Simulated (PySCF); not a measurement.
# Iron: a sound run and one with changed settings

Sound run: Fe [Ar] 3d6 4s2, Fe⁺ [Ar] 3d6 4s1. Computed with PySCF 2.14 in cc-pVDZ-DK (6s5p3d1f, 43 functions), with scalar relativity by spin-free X2C-1e. The sound run starts from symmetry-adapted Hartree-Fock orbitals and uses a fine grid where one is needed.

Changed run: 6 angular points. This setting is unsound on purpose.

```csv
species,method,sound run (hartree),changed run (hartree),converged
Fe,UHF,-1271.34505,-1271.34505,yes
Fe,r2SCAN,-1272.58193,-1276.91281,no
Fe,B3LYP,-1272.65441,-1274.51212,yes
Fe⁺,UHF,-1271.10839,-1271.10839,yes
Fe⁺,r2SCAN,-1272.29914,-1276.34962,no
Fe⁺,B3LYP,-1272.35880,-1274.12151,yes
```

Ionisation energy of Fe:

| method | sound run (eV) | changed run (eV) |
| --- | --- | --- |
| UHF | 6.440 | 6.440 |

A coarse angular grid integrates products of high-l functions wrongly, so density functionals can shift, and the SCF can exploit the error; Hartree-Fock and MP2 need no grid.

For comparison, NIST gives 7.902 eV between the lowest levels.
